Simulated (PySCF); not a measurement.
Gas-phase equilibrium of 1 mol ZnCl2, 2.7 mol H2O at 1200 K and 0.00100 bar, among 18 species (ClO, O2, HCl, O, HO2, Zn, H2O, H, Zn(OH)2, HOCl, H2O2, O3, H2, ZnH2, ZnCl2, Cl, Cl2, OH). Only gases are allowed; each row takes one source of thermochemistry for all species, and Cantera finds the minimum.

Computed with PySCF and rigid-rotor harmonic-oscillator thermochemistry at 1 bar. † marks an energy on the PBE0/def2-TZVP geometry and frequencies; other levels use their own. Open shells (unrestricted) among the columns below: O2 (multiplicity 3), Cl (multiplicity 2, electronic degeneracy 6); the rest are closed-shell singlets. Spin-orbit splitting is ignored; it lowers the true energy and changes the entropy of Cl. B3LYP is the form with VWN-RPA correlation. Zn: all electrons, no relativistic terms. The harmonic model lacks anharmonicity and excited electronic states, which grow with temperature; levels with a mode under 35 cm⁻¹ are left out. Soft modes under 120 cm⁻¹ make the harmonic entropy rough for ZnCl2.

Molecules larger than those listed are left out. Table species left out: Zn+.

With B3LYP/def2-TZVP† thermochemistry: H2O 0.66, ZnCl2 0.22, HCl 0.064, Zn 0.032, O2 0.016, Cl 0.00020, H2 4.6e-5.

Question: How far does the composition move with the other sources (M06-2X/def2-TZVP†, PBE0/def2-QZVP†, PBE0/def2-TZVP, r2SCAN/def2-TZVP†, ωB97X-V/def2-TZVP†)?

Answer: 
```csv
thermochemistry,x H2O,x ZnCl2,x HCl,x Zn,x O2,x Cl,x H2
B3LYP/def2-TZVP†,0.66,0.22,0.064,0.032,0.016,0.00020,4.6e-5
M06-2X/def2-TZVP†,0.72,0.26,0.014,0.0069,0.0035,2.6e-5,2.5e-5
PBE0/def2-QZVP†,0.71,0.26,0.016,0.0082,0.0041,2.0e-5,1.4e-5
PBE0/def2-TZVP,0.70,0.25,0.027,0.013,0.0067,2.7e-5,3.6e-5
r2SCAN/def2-TZVP†,0.71,0.26,0.020,0.0097,0.0049,1.1e-5,0.00015
ωB97X-V/def2-TZVP†,0.71,0.26,0.018,0.0087,0.0044,1.5e-5,7.5e-5
```
The most sensitive of these is Cl: it spans a factor of 10^1.2 over these rows; at this temperature one factor of ten is RT ln 10 = 23 kJ/mol.
